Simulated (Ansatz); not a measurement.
`CO[SiH](F)O[SiH3]` → `F[SiH2]O[SiH3]` + `C=O`  (β-hydride elimination)

Computed with Ansatz on PBE0-D4/def2-TZVP structures; ΔE is electronic, products minus reactants. CCSD(T)/CBS adds triple-zeta CCSD(T) − MP2 to the extrapolated MP2 energy (def2 sets, frozen cores). This one scheme is used for every species. DFT in def2-TZVPP. B3LYP here is the variant with VWN-RPA as its local correlation; programs differ in this. Each species was taken in one conformer, which may not be the lowest.

```csv
level,ΔE (eV)
PBE-D4,2.28
ωB97X-V,2.40
ωB97M-V,2.40
r2SCAN,2.43
PBE0,2.37
B3LYP,2.17
HF/def2-TZVPP,2.19
CCSD(T)/def2-TZVPP,2.32
```

Task: What does CCSD(T)/CBS give? (Best estimate.)

Result: Ansatz gave: +2.39 eV. The listed levels differ from it by -0.11, 0.01, 0.01, 0.04, -0.02, -0.22, -0.20, -0.07 eV.

Largest T1 diagnostic among the species: 0.015.

From PBE to PBE0 (25 % exact exchange), in def2-TZVPP and without D4, ΔE moves by +0.18 eV. In def2-TZVPP, CCSD(T) changes the Hartree–Fock value by +0.13 eV (the triples alone add −0.01 eV) and MP2 by +0.21 eV. The D4 term adds +0.14 eV with B3LYP and +0.08 eV with PBE0; it sums over pairs of atoms, weighted by their polarisabilities, and B3LYP, whose exchange is more repulsive, gets the larger term.
